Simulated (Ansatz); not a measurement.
Spin states of H3O3V (SMILES [OH][V]([OH])[OH]), each relaxed at B3LYP-D3(BJ)/def2-TZVP; lowest solutions found, singlets restricted, no spin–orbit coupling, no relativity up to Kr.
Multiplicity 3 (charge 0, multiplicity 3):
```xyz
7

V      0.0506    -0.1005    -0.3030
O     -1.4800    -1.0086    -0.1686
H     -1.8148    -1.8486     0.1500
O      0.1542     1.5071    -1.1144
H     -0.2603     2.3471    -0.9010
O      1.5279    -0.5639     0.6293
H      1.7205    -0.4082     1.5585
```
Multiplicity 1 (charge 0, multiplicity 1):
```xyz
7

V     -0.01413    -0.01122    -0.02214
O     -1.20599    -1.29939     0.04905
H     -2.07460    -1.57758    -0.24476
O     -0.34523     1.44104    -0.95290
H      0.00134     2.29283    -1.22216
O      1.50810    -0.17487     0.83863
H      2.02841    -0.74641     1.40509
```

The values were computed with Ansatz (Gaussian orbitals). 

The energy of multiplicity 1 less that of multiplicity 3 (kcal/mol) and the share of exact exchange:

```
functional          exact exchange (%)  value
------------------  ------------------  -----
PBE/def2-TZVPP                       0  11.60
PBE0/def2-TZVPP                     25  18.09
BLYP/def2-TZVPP                      0   8.96
B3LYP/def2-TZVPP                    20  13.61
BHLYP/def2-TZVPP                    50  19.98
r2SCAN/def2-TZVPP                    0  16.80
r2SCANh/def2-TZVPP                  10  19.05
```

Problem. Take the value as linear in the share of exact exchange along PBE and PBE0. Give the slope, say whether the sign turns, and set the other functionals against that line.

Solution. 
Slope: (18.09 − (11.60))/2.5 = 2.60 kcal/mol for each 10 %. The line keeps its sign from 0 to 100 %. At 50 % it gives 24.6 kcal/mol. The LYP pair gives (19.98 − (8.96))/5 = 2.20 for each 10 %. BHLYP, at 50 %, lies -4.6 from the PBE line. B3LYP, at 20 %, lies -3.2 from the PBE line. r2SCAN, with none, stands 5.2 from PBE. The r2SCAN pair gives 2.25 for 10 %.

Ansatz is an electronic-structure program.
